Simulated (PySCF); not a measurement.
# [Hf(SH)4] (charge 0, multiplicity 1)

Computed with PBE-D3(BJ)/def2-TZVP // BP86-D3(BJ)/def2-SVP (PySCF 2.14.0).

```
Quantity                                                     Result
-------------------------------------  ----------------------------
HOMO                                                       -6.69 eV
dipole moment                                                0.04 D
HOMO–LUMO gap                                               3.73 eV
LUMO                                                       -2.96 eV
charge on the central atom (Mulliken)                        0.84 e
total energy                                           -44702.67 eV
cost                                   very roughly 80 core-seconds
```

```xyz
9

Hf    -0.1415     0.1845    -0.0813
S     -2.2164    -0.9774     0.4578
H     -2.4837    -0.0151     1.3959
S      1.2582    -1.2707    -1.4474
H      0.3848    -1.0936    -2.4885
S     -0.6678     2.2390    -1.2835
H      0.6477     2.3293    -1.6564
S      1.0676     0.7594     1.9556
H      0.8818    -0.5228     2.4019
```
